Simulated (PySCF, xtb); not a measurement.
Si(Cl)(F)2(OAc) (C2H3ClF2O2Si), SMILES CC(=O)O[Si](F)(F)Cl. One conformer was computed; it need not be the lowest.

Harmonic wavenumbers (cm⁻¹) from GFN2-xTB in xtb at its own minimum, in rising order: 28, 58, 75, 78, 156, 170, 227, 257, 275, 361, 546, 562, 621, 770, 871, 908, 987, 1003, 1033, 1165, 1363, 1430, 1432, 1810, 3028, 3038, 3070.

Problem. What does PBE-D3(BJ)/def2-SVP run with PySCF 2.14.0 give at its own minimum? (Estimate from the structure and the level; the computed values follow.)

Solution. 58, 73, 90, 109, 191, 209, 260, 272, 320, 387, 550, 571, 630, 782, 882, 944, 972, 980, 1009, 1209, 1329, 1385, 1392, 1802, 2995, 3079, 3132. Paired by order, the mean absolute difference is 27 cm⁻¹ and the zero-point energies are 36.2 and 36.6 kcal/mol.
